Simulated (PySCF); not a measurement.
# One molecule, several mistakes: B2CH5O cation

These are calculations, not measurements. The program is PySCF 2.14.0, an open-source quantum chemistry code, run on an isolated molecule that a program drew, which may never have been made. The molecule is B2CH5O cation (charge +1, singlet), drawn as the SMILES string `[BH+]OCB`.

Each row is a Hartree-Fock (HF) and frozen-core CCSD(T) single point in the cc-pVDZ basis, meant for a local HF minimum. Run 1 is clean. Each other run has one planted mistake out of seven kinds, and not every kind appears here: one electron removed, one electron added, multiplicity raised by two, geometry at a saddle point, minimal basis STO-3G, one bond length entered in bohr, all coordinates scaled. The reference is restricted for singlets and unrestricted otherwise, and also for a bond in bohr. Adding or removing an electron swaps singlet and doublet. Electrons count all cores. HOMO and LUMO are orbital energies over both spins, the gradient is its largest component, and the lowest frequency (negative if imaginary) is given only where the gradient is small. Bond lengths are over the 8 bonds as drawn. T1 is the CCSD diagnostic: over 0.02 (restricted) or 0.045 (unrestricted) a single reference is doubtful.

Geometry of the clean run:
```xyz
9
B2CH5O cation, angstrom
B     1.0133    0.4270    0.0218
O     0.6964    0.2458   -1.1248
C     0.3407    0.0028   -2.5881
B     1.5852   -0.4981   -3.4248
H     1.3180    0.6039    1.1364
H    -0.0482    0.9658   -2.9090
H    -0.4701   -0.7184   -2.5269
H     2.6523   -0.6494   -2.9211
H     1.3646   -0.7049   -4.5757
```

```
run,electrons,basis functions,<S^2>,HOMO (eV),LUMO (eV),gradient (hartree/bohr),lowest frequency (cm^-1),mean bond (Å),longest bond (Å),T1,HF (hartree),CCSD(T) (hartree),mistake
1,28,81,0.000,-18.30,-2.42,4.0e-05,121,1.2540,1.581,0.0160,-164.75611,-165.27015,no fault
2,27,81,0.767,-25.48,-15.62,1.2e-01,-,1.2540,1.581,0.0768,-164.12851,-164.61851,one electron removed
3,28,81,0.000,-18.84,-2.36,1.4e-01,-,1.1662,1.470,0.0135,-164.70793,-165.20948,all coordinates scaled
4,28,25,0.000,-17.82,1.07,3.5e-02,-,1.2540,1.581,0.0193,-162.72214,-162.95283,?
```

**Which mistake was planted in run 4, and what did it cost?**

It has 25 basis functions where the clean run has 81, with the same electrons and geometry. So the mistake is: minimal basis STO-3G. Subtracting run 1 and multiplying by 627.51 kcal/mol a hartree, the energy moved by 1276.3 kcal/mol in HF and 1454.1 kcal/mol in CCSD(T).

Cautions from the logs. Run 2: T1 is over the limit, so its CCSD(T) energy is less reliable.
